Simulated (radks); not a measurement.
Coherent X-ray form factor from a spherical all-electron density. Calculated with a radial shooting solver on a logarithmic mesh with Libxc functionals: non-relativistic Kohn-Sham, exchange-only PBE, spin-polarised, spherical densities, point nucleus.

sin(theta)/lambda (1/angstrom),f0 (electrons)
0.05,1.954
0.1,1.826
0.15,1.644
0.2,1.437
0.25,1.231
0.3,1.040
0.4,0.728
0.5,0.506
0.6,0.354
0.8,0.181
1,0.099
1.25,0.050
1.5,0.028
2,0.010

The species is in the configuration that NIST lists as its ground one. Which atom or ion scatters so?

Answer. Neutral helium, [He]. Extrapolating in s^2 from the first two rows gives f0(0) = 2.0, near the electron count 2; among species with that count, the fall with angle is slower the higher Z, and the table is that of Z = 2; from so few rows the species is fixed only to a neighbour or two.
